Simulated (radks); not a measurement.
Problem. These are the eigenvalues of the occupied orbitals of an atom or ion with whole-number occupations (Ry). Method: non-relativistic Kohn-Sham, PBE, spin-polarised, spherical densities, point nucleus; computed with a radial shooting solver on a logarithmic mesh with Libxc functionals.

orbital  eigenvalue
1s up     -167.3983
1s down   -167.0936
2s up     -24.91755
2s down   -24.32100
2p up     -21.70968
2p down   -21.03309

Which element is it, and in what charge state? The configuration may be excited. Open shells, if any, are filled with parallel spins first.

Solution. Z = 15, phosphorus, charge +7: P7+ in [He] 2s2 2p4. The list shows which subshells hold electrons but not how many an open one holds; the 1s level, -83.699 hartree, gives Z - s = 12.9 by -(Z - s)^2/2, which with screening narrows Z to a few neighbours, and the depths of the outer levels then fix element, charge and occupations together.
